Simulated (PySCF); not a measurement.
## C₆ coefficients of unlike pairs at UHF

Calculated with PySCF 2.14 from the dipole response of each species, C₆(A,B) = (3/π) ∫ α_A(iu) α_B(iu) du, in atomic units, from isotropic polarisabilities. For ions this is the dispersion term alone; charge-induced terms of lower order in 1/R come first.

| species | configuration | basis | relativity | α (bohr³) | C₆ (like pair) |
| --- | --- | --- | --- | --- | --- |
| Ir²⁺ | [Xe] 4f14 5d7 (4F) | def2-TZVPPD with the def2 core potential (60 electrons) (6s5p3d2f1g) | core potential | 8.355 | 53.22 |
| Mg⁺ | [Ne] 3s1 (2S) | aug-cc-pVTZ (6s5p3d2f) | none | 38.65 | 177.8 |
| Cl²⁺ | [Ne] 3s2 3p3 (4S) | aug-cc-pCVTZ-DK with one added diffuse shell each of s, p, d, f type (9s8p6d4f) | spin-free X2C | 5.935 | 21.14 |
| F³⁺ | [He] 2s2 2p2 (3P) | aug-cc-pwCVTZ (7s6p4d2f) | none | 0.9776 | 0.8700 |

**Question.** Estimate C₆ for F³⁺ with Cl²⁺.

**Answer.** The integral gives 4.132. The combination rule 2 C_A C_B / (C_A α_B/α_A + C_B α_A/α_B) gives 4.197 and the geometric mean 4.288.

No spin-orbit coupling is included.

The other pairs:

```tsv
pair	C₆
Mg⁺, Ir²⁺	66.64
F³⁺, Mg⁺	7.989
Cl²⁺, Ir²⁺	33.05
Cl²⁺, Mg⁺	46.05
F³⁺, Ir²⁺	6.758
```
